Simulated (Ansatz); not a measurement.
Reaction (formal exchange of groups at a B–O bond): `OBO` + `C=NC[SiH2]C` → `C[SiH2]BO` + `C=NCO`

Gas-phase electronic energies from Ansatz, PBE0-D4/def2-TZVP geometries. CCSD(T)/CBS is the MP2 limit (def2-TZVPP, def2-QZVPP) plus CCSD(T) − MP2 in def2-TZVPP, frozen cores. This one scheme is used for every species. Functionals use def2-TZVPP. Each species was taken in one conformer, which may not be the lowest.

```tsv
level	ΔE (eV)	difference from CCSD(T)/CBS
PBE-D4	2.28	-0.11
PBE0-D4	2.33	-0.06
B2PLYP	2.40	0.01
r2SCAN	2.40	0.01
PBE0	2.30	-0.09
MP2/def2-TZVPP	2.51	0.12
SCS-MP2/def2-TZVPP	2.43	0.04
CCSD/def2-TZVPP	2.37	-0.02
HF/def2-QZVPP	2.37	-0.02
CCSD/CBS(def2)	2.39	0.00
CCSD(T)/CBS	2.39	0
```

Largest T1 diagnostic among the species: 0.013.

The D4 term adds +0.05 eV with B3LYP and +0.03 eV with PBE0; it sums over pairs of atoms, weighted by their polarisabilities, and B3LYP, whose exchange is more repulsive, gets the larger term. From PBE to PBE0 (25 % exact exchange), in def2-TZVPP and without D4, ΔE moves by +0.05 eV.

B3LYP here is the variant with VWN-RPA as its local correlation; programs differ in this.
